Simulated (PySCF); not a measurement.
AlBr₃, SMILES [Br][Al]([Br])[Br].

Coordinates come from a B3LYP-D3(BJ)/def2-SVP optimisation. The isomer is the one that the SMILES or the coordinates give; other isomers of the formula were not compared.

Two levels are set side by side: TDDFT-PBE/def2-SVPD (PySCF) and TDDFT-LC-ωPBE/def2-SVPD (PySCF). Vertical, same geometry. The lowest singlet is HOMO→LUMO 100 % with PBE and HOMO→LUMO 85 % with the other functional; states are paired by order. Differences are taken from unrounded values.

```json
[
 {"quantity": "lowest singlet excitation (eV)", "TDDFT-LC-ωPBE": "6.45"},
 {"quantity": "lowest triplet excitation (TDA) (eV)", "TDDFT-LC-ωPBE": "6.11"},
 {"quantity": "first bright state (f over 0.05) (eV)", "TDDFT-LC-ωPBE": "7.31"},
 {"quantity": "its oscillator strength", "TDDFT-LC-ωPBE": "0.18"}
]
```

Question: What does TDDFT-PBE give, and how far is it from TDDFT-LC-ωPBE? (An estimate is asked for; the answer gives what the named calculation found.)

Answer: 
```
quantity                               TDDFT-PBE  TDDFT-PBE minus TDDFT-LC-ωPBE
-------------------------------------  ---------  -----------------------------
lowest singlet excitation (eV)              4.90                          -1.55
lowest triplet excitation (TDA) (eV)        4.69                          -1.42
first bright state (f over 0.05) (eV)       5.85                          -1.46
its oscillator strength                     0.09                          -0.09
```

Functionals without exact exchange tend to place singlet excitations lower, as here. Differences between two approximate levels are no errors against the true value.

Rough cost on one machine, each run with all the roots and properties that it gave: TDDFT-LC-ωPBE against TDDFT-PBE about 6 times.
